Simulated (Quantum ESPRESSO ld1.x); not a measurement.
Excited configurations of As: one electron is placed in a higher orbital outside [Ar] 3d10 4s2 4p2. The ground configuration is [Ar] 3d10 4s2 4p3. All-electron calculation, scalar-relativistic Kohn-Sham, PBE, spin-unpolarised, spherical densities, point nucleus. Program: ld1.x of Quantum ESPRESSO 7.5. Excitation = E - E(ground); binding = E(ion) - E, where the ion is the core of charge +1; n* = 1/sqrt(2 binding) in atomic units, and the quantum defect is n - n*.

outer orbital,excitation (eV),binding (eV),quantum defect,<r> (bohr)
5p,6.836,2.313,2.575,8.389
5d,7.968,1.181,1.606,15.74
5f,8.519,0.630,0.353,29.32
6s,7.481,1.668,3.144,13.09
6f,8.694,0.455,0.535,43.97
7p,8.353,0.796,2.865,27.18
7d,8.619,0.530,1.933,39.99

The Delta-SCF ionisation energy is 9.149 eV (NIST Atomic Spectra Database: 9.789 eV, measured). Self-interaction in the functional shifts the binding energies and quantum defects, so they are the method's values and not measured ones. Spin polarisation and multiplet splitting are left out, so open shells lie too high by an amount that depends on their filling.

Beside tabulated values, note that spin-unpolarised runs miss the spin-polarisation part of the exchange energy of open shells.
